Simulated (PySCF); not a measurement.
Bonds (- single, = double, # triple, : aromatic): F1-C2, C2-F3, C2-F4, C2-C5, C5=C6, C6-C7, C7=C8, C8-C9, C9:C10, C10:N11, N11:N12, N12:N13, N13-C5, N13:C9. C6 carries H14; C7 carries H15; C8 carries H16; C10 carries H17.

Method: σ from GIAO-PBE0/pcSseg-1, GFN2-xTB geometry, in PySCF 2.14 (non-relativistic Hamiltonian, rapidly exchanging positions averaged, single conformer, no solvent model).

Scale: 13C and 1H vs TMS; 19F vs CFCl3; NH3 for 15N (reference shieldings calculated alike).

```
   atoms  nucleus  count  δ (ppm)
      C6      13C      1        ?
     N13      15N      1    276.9
     N12      15N      1    371.8
     H14       1H      1        ?
      C5      13C      1    131.1
     N11      15N      1    396.8
     H16       1H      1     8.23
      C9      13C      1    142.0
     C10      13C      1    130.4
     H15       1H      1        ?
      C7      13C      1    127.6
     H17       1H      1     8.42
      C8      13C      1        ?
F1/F3/F4      19F      3    -83.3
      C2      13C      1        ?
```

Problem. Complete the table.

Solution. 
- C2: 130.5 ppm, CF3 carbon; 3 electronegative neighbours deshield it
- C8: 127.9 ppm, aromatic CH; the aromatic region
- C6: 119.6 ppm, aromatic CH
- H14: 7.69 ppm, hydrogen on an aromatic CH; it sits in the deshielding region of the aromatic ring current
- H15: 7.51 ppm, hydrogen on an aromatic CH; the ring current deshields protons in the ring plane

Shifts are as computed. Against solution values, carbons near 30 ppm lie about +3 ppm off and those near 130 ppm about +5 ppm. Of 1211 compounds with measured shifts, 218 miss one by over three times the rms of a fit or turn the order of signals round; such compounds aren't used in these exercises. Unscaled 19F shifts against computed CFCl3 carry errors that often reach 10 to 50 ppm. Experimental scales use liquid or dissolved standards, which lie at an offset from isolated NH3 (liquid NH3: subtract about 20 ppm). Unscaled 15N shifts of sp2 nitrogen come out 20 to 40 ppm too high even then.
